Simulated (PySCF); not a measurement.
NbOCl₂, SMILES [Nb]([Cl])([Cl])=[O] (connectivity only; charge and spin as stated), neutral, multiplicity 2.

Geometry optimised at B3LYP-D3(BJ)/def2-SVP. The multiplicity is an assumed one; other spin states were not compared. The isomer is the one that the SMILES or the coordinates give; other isomers of the formula were not compared. The def2 effective core potentials stand for the cores of Nb; spin–orbit coupling is left out.

Calculation: PySCF with PBE/def2-TZVPD.

Computed frontier levels, dipole moment and polarisability:
```yaml
"α spin, highest occupied and lowest empty level": -5.82 and -4.70 eV
"β spin, highest occupied and lowest empty level": -8.29 and -4.33 eV
dipole_moment: 0.96 D
quadrupole, principal values (traceless, Buckingham form, about the centre of nuclear charge): -4.06, -2.34, 6.40 D·Å
mean_static_polarisability: 76.5 bohr³ (11.33 Å³)
polarisability_principal_values: 62.3, 73.5, 93.6 bohr³
"⟨S²⟩": 0.755 (pure state 0.75)
```
